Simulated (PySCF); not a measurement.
Problem. Give a PBE0-D3(BJ)/def2-SVP geometry of `C[S][AlH][BiH2]`.

Solution. 
```
atom  x, y, z in Å
C1    -1.7809   -0.0642    0.4035
S2    -1.0549    1.5715    0.0450
Al3    1.0670    1.2100   -0.3131
Bi4    2.1745   -1.2815   -0.1344
H5    -2.1055   -0.5509   -0.5261
H6    -1.0804   -0.7251    0.9317
H7    -2.6572    0.1019    1.0442
H8     1.8898    2.5299   -0.6385
H9     0.6982   -1.9079   -0.9493
H10    2.9000   -0.9046   -1.7370
```

Any rigid rotation of these coordinates is as good. Atoms count from 1 in this order. Al3 (aluminium bonded to Bi, S and H) is planar (angles 124.1°, 122.3° and 113.5°, sum 360.0°, 0.02 Å off the plane of its three neighbours). Bi4 (bismuth bonded to Al and 2 H) is pyramidal (angles 90.0°, 87.4° and 85.1°, sum 262.5°, 1.19 Å off the plane of its three neighbours). S2 (sulfur bonded to Al and C) is bent (angle 105.7°). The 4 heavy atoms lie in one plane (0.008 Å rms).

Bonds between heavy atoms (Å): C1–S2 1.825, S2–Al3 2.182, Al3–Bi4 2.732.

Method: PySCF, PBE0-D3(BJ)/def2-SVP geometry optimisation, gas phase, def2 core potentials past Kr.

PBE0-D3(BJ)/def2-SVP frequencies: not computed here. One conformer, not necessarily the lowest (C1–S2–Al3–Bi4 -1°, S2–Al3–Bi4–H 40° and 131°).
